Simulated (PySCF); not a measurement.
Polarisability and C₆ of Ca (calcium, neutral)

[Ar] 4s1 4p1, high-spin 3P determinant (an excited configuration). Computed with PySCF 2.14 in aug-cc-pwCVTZ-X2C (9s8p6d3f, 84 functions), with scalar relativity by spin-free X2C-1e. Coupled (time-dependent) response in atomic units; α is the mean over directions.

```
method  mean α (bohr³)         α xx, yy, zz  C₆ (like pair)  S(−4)
   UHF           250.5  239.9, 271.7, 239.9            3426  67650
```

S(−4) is the Cauchy moment in α(ω) = α(0) + S(−4) ω² + …

α(iu) at UHF:

```csv
u (hartree),α(iu) (bohr³)
0,250.5
0.0500,160.8
0.100,90.26
0.200,38.23
0.300,21.25
0.500,10.12
0.750,5.837
1.00,4.007
1.50,2.316
2.00,1.520
3.00,0.7985
5.00,0.3376
```

A single London oscillator, α(iu) = α/(1 + u²/ω²), gives C₆ = (3/4) ω α². Matching the computed C₆ needs ω = 4 × 3426 / (3 × 250.5²) = 0.0728 hartree.

The components differ because the open shell of this determinant is not spherical; for a pure term their mean is the scalar polarisability.
